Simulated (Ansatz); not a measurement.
Isolated molecules relaxed with PBE0-D4/def2-TZVP in Ansatz; ΔE leaves out vibrations. CCSD(T)/CBS adds triple-zeta CCSD(T) − MP2 to the extrapolated MP2 energy (def2 sets, frozen cores). This one scheme is used for every species. DFT in def2-TZVPP. B3LYP here is the variant with VWN-RPA as its local correlation; programs differ in this. For Se outer-core shells are correlated without core-valence functions, which leaves a few kJ/mol of doubt a bond. Scalar relativity is left out up to krypton. Each species was taken in one conformer, which may not be the lowest.

Reaction (redistribution): `[AlH2][SiH3]` + `C[Se]B[SiH3]` → `C[Se][BH][AlH2]` + `[SiH3][SiH3]`

```tsv
level	ΔE (kJ/mol)	difference from CCSD(T)/CBS
PBE-D4	10.7	0.1
PBE0-D4	10.7	0.1
B3LYP-D4	9.6	-1.0
ωB97X-V	9.9	-0.7
ωB97M-V	8.7	-1.9
B2PLYP	11.4	0.8
HF/def2-TZVPP	11.1	0.5
SCS-MP2/def2-TZVPP	11.2	0.6
MP2/def2-QZVPP	10.6	0.0
MP2/CBS(def2)	10.3	-0.3
CCSD(T)/CBS	10.6	0
```

Largest T1 diagnostic among the species: 0.014.
